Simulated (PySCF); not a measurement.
Gas-phase equilibrium of 1 mol GeF4, 3 mol H2 at 1400 K and 0.00100 bar, among 16 species (GeH4, Ge2H6, F2, GeF2, GeF3, F, H, GeH3F, GeHF3, HF, H2, Ge3H8, GeH3, GeH2F2, GeH2, GeF4). Only gases are allowed; each row takes one source of thermochemistry for all species, and Cantera finds the minimum.

Computed with PySCF and rigid-rotor harmonic-oscillator thermochemistry at 1 bar. † marks an energy on the PBE0/def2-TZVP geometry and frequencies; other levels use their own. MP2 freezes the core. 6-31G* has spherical d functions here. Open shells (unrestricted) among the columns below: GeF3 (multiplicity 2), F (multiplicity 2, electronic degeneracy 6), H (multiplicity 2); the rest are closed-shell singlets. Spin-orbit splitting is ignored; it lowers the true energy and changes the entropy of F. B3LYP is the form with VWN-RPA correlation. Ge: all electrons, no relativistic terms. GeF3: computed as isolated molecules; such fragments, hydroxides, amides, oligomers or adducts are transient or little studied in the gas. MP2 isn't extrapolated to the basis-set limit. The harmonic model lacks anharmonicity and excited electronic states, which grow with temperature; levels with a mode under 35 cm⁻¹ are left out.

Molecules larger than those listed are left out, and so are free Ge atoms, whose spin-orbit terms are large. Also missing: (HF)n, which can matter at low temperature or high pressure. Table species left out: H2F2, H3F3, H4F4.

With B3LYP/def2-TZVP† thermochemistry: HF 0.40, H2 0.40, GeF2 0.20, H 9.3e-5, F 7.1e-9, GeF3 6.0e-9, GeF4 1.5e-9.

Question: How far does the composition move with the other sources (BLYP/def2-TZVP†, HF/6-31G*, MP2/def2-SVP†, PBE/def2-TZVP†, PBE0/def2-SVP†)?

Answer: 
```csv
thermochemistry,x HF,x H2,x GeF2,x H,x F,x GeF3,x GeF4
B3LYP/def2-TZVP†,0.40,0.40,0.20,9.3e-5,7.1e-9,6.0e-9,1.5e-9
BLYP/def2-TZVP†,0.40,0.40,0.20,0.00010,3.5e-9,3.9e-9,3.0e-10
HF/6-31G*,0.39,0.39,0.20,0.016,0.0025,8.9e-7,8.8e-7
MP2/def2-SVP†,0.40,0.40,0.20,0.00076,5.1e-9,7.8e-8,3.7e-7
PBE/def2-TZVP†,0.40,0.40,0.20,0.00024,1.0e-9,1.2e-8,1.5e-9
PBE0/def2-SVP†,0.40,0.40,0.20,0.00037,1.4e-8,3.6e-8,2.7e-8
```
The most sensitive of these is F: it spans a factor of 10^6.4 over these rows; at this temperature one factor of ten is RT ln 10 = 27 kJ/mol.
